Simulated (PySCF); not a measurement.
Al(F)(Br)(OMe) (CH3AlBrFO), SMILES C[O][Al]([F])[Br]. Atoms are numbered in the order given.

```xyz
8

Al     0.6792     0.5165     0.0000
F      2.3329     0.5056     0.0000
Br    -0.4293    -1.4315     0.0000
O     -0.1128     1.9938     0.0000
C     -1.4225     2.4922     0.0000
H     -1.5905     3.1213    -0.8914
H     -1.5905     3.1213     0.8914
H     -2.1826     1.6894     0.0000
```
Charge 0, spin multiplicity 1.

Coordinates come from a B3LYP-D3(BJ)/def2-SVP optimisation. The values are those of a single conformer.

Method: PBE/def2-TZVP (PySCF).

Atomic charges (e):

| atom | IAO | Löwdin |
|---|---|---|
| Al1 | ? | -0.39 |
| F2 | -0.54 | 0.01 |
| Br3 | -0.28 | 0.31 |
| O4 | -0.63 | 0.11 |
| C5 | ? | -0.36 |
| H6 | ? | 0.11 |
| H7 | ? | 0.11 |
| H8 | ? | 0.11 |

Q: Fill in the missing entries. (Estimate from the structure and the level; the computed values follow.)

A: 
- Al1, IAO: 1.23
- C5, IAO: -0.20
- H6, IAO: 0.15
- H7, IAO: 0.15
- H8, IAO: 0.13
